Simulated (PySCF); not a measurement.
How methods differ on the ionisation energy of Pb²⁺

Pb²⁺ [Xe] 4f14 5d10 6s2 (1S) → Pb³⁺ [Xe] 4f14 5d10 6s1 (2S), as a difference of total energies. Computed with PySCF 2.14 in x2c-TZVPPall (11s7p6d3f, 83 functions), with scalar relativity by spin-free X2C-1e. Correlated levels: valence: [Xe] 4f14 5d10 frozen; valence and next inner shell: [Kr] 4d10 4f14 frozen. The calculations carry no spin-orbit coupling.

```tsv
method	ionisation energy (eV)
UHF	29.828
LDA	32.679
PBE	32.177
PBE0	31.822
r2SCAN	31.961
BP86	32.352
B97-3	31.749
wB97X-V	31.679
MP2 (valence and next inner shell)	31.900
SCS-MP2 (valence and next inner shell)	31.771
```

Estimate what MP2 (valence) gives.

30.377 eV, closest to UHF among the rows shown.

Estimate what SCS-MP2 (valence) gives.

30.487 eV, closest to UHF among the rows shown.

Errors of the correlated levels include the incompleteness of this basis and the frozen core.

For comparison: 31.937 eV (measured; NIST Atomic Spectra Database, ionization energies).
